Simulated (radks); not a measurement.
Task: The mean radii <r> (bohr) of the occupied orbitals of an atom or ion are listed with their occupations. All-electron calculation, Dirac Kohn-Sham, PBE, spin-unpolarised, spherical densities, point nucleus. Program: a radial shooting solver on a logarithmic mesh with Libxc functionals.

| orbital | occ. | <r> |
|---|---|---|
| 1s1/2 | 2 | 0.02074 |
| 2s1/2 | 2 | 0.08751 |
| 2p1/2 | 2 | 0.07289 |
| 2p3/2 | 4 | 0.08005 |
| 3s1/2 | 2 | 0.2280 |
| 3p1/2 | 2 | 0.2176 |
| 3p3/2 | 4 | 0.2307 |
| 3d3/2 | 4 | 0.2033 |
| 3d5/2 | 6 | 0.2074 |
| 4s1/2 | 2 | 0.4803 |
| 4p1/2 | 2 | 0.4814 |
| 4p3/2 | 4 | 0.5026 |
| 4d3/2 | 4 | 0.5000 |

Name the element and its charge. Open shells, if any, fill j = l - 1/2 first.

Result: Z = 67, holmium, charge +27: Ho27+ in [Kr] 4d4. The 1s radius gives Z: for a bare nucleus <r> = (2 gamma + 1)/(2Z) with gamma = sqrt(1 - (Z/c)^2), 0.02048 bohr for Z = 67, and screening makes it slightly larger (0.02074 here). The occupations add up to 40, and the charge is Z minus that.
